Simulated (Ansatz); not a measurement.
Input file for Ansatz (a quantum-chemistry and plane-wave program): U-B3LYP/def2-TZVPP on AlCl-, 2S+1 = 2, a spin state set in the input, which need not be the lowest, a point of a bond scan (R = 2.321 Å). Charge -1.

Ansatz 0.2 input:
```yaml
crystal:
  periodic: [false, false, false]
  atoms:
    - {symbol: Al, position_ang: [0.00000000, 0.00000000, 0.00000000]}
    - {symbol: Cl, position_ang: [0.00000000, 0.00000000, 2.32119100]}
basis:
  gaussian:
    orbitals: def2-TZVPP
    pivot_positions_ang: [[0.00000000, 0.00000000, 0.00000000], [0.00000000, 0.00000000, 2.32119100]]
hamiltonian:
  xc: {name: B3LYP}
total_charge: -1
magnetization: {spin_polarized: true, initial_magnetization: 1}
output: {forces: true, orbitals: {seedname: ./end}}
```

The head of its log:

```
WARN ansatz: RAYON_NUM_THREADS=1 ignored (pool sized by the plan → 1); use --threads N
Functional definition: B3LYP
integrals: 0.02 GiB planned
606 factors; their error is unknown
mean field: 0.28 GiB planned
mean field evaluation 1: about -19119.7811 eV, gradient 2.1e1 eV
mean field evaluation 2: about -19119.0099 eV, gradient 2.7e1 eV
```

Question: Predict the final total energy.

Answer: -702.7396 hartree.
